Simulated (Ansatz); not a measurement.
Basis sets compared for SiIH3 (SiH3I). Charge 0, multiplicity 1. Geometry r2SCAN-D4/def2-TZVP. Ansatz on 4 threads of Arm Neoverse V1 on a shared host; times are rough, and most runs start from earlier orbitals.

Cartesian coordinates in Å:
```
Si -0.013 -0.040 0.202
I 0.136 0.438 -2.190
H 1.354 -0.029 0.770
H -0.633 -1.373 0.378
H -0.845 1.004 0.840
```

In the def2 sets I takes a core potential; there is no spin–orbit coupling.

Binding counts from free atoms (Si triplet, I doublet, H doublet) in the same basis, without a counterpoise term.

```json
{"level": "PBE-D4/def2-SVP", "functions": "59", "energy (Eh)": "-588.7568", "HOMO (eV)": "-6.49", "LUMO (eV)": "-1.51", "binding per atom (eV)": "2.62", "wall time": "0.35 s"}
{"level": "PBE0-D4/def2-SVP", "functions": "59", "energy (Eh)": "-588.8176", "HOMO (eV)": "-7.67", "LUMO (eV)": "-0.67", "binding per atom (eV)": "2.61", "wall time": "0.5 s"}
```

(1) Estimate the rows for PBE-D4/def2-TZVP, PBE0-D4/def2-TZVP (with forces).

Results:

(1) 
```json
{"level": "PBE-D4/def2-TZVP", "functions": "105", "energy (Eh)": "-588.8724", "HOMO (eV)": "-6.60", "LUMO (eV)": "-1.66", "binding per atom (eV)": "2.64", "wall time": "0.5 s"}
{"level": "PBE0-D4/def2-TZVP (with forces)", "functions": "105", "energy (Eh)": "-588.9314", "HOMO (eV)": "-7.73", "LUMO (eV)": "-0.81", "binding per atom (eV)": "2.64", "wall time": "1 s"}
```
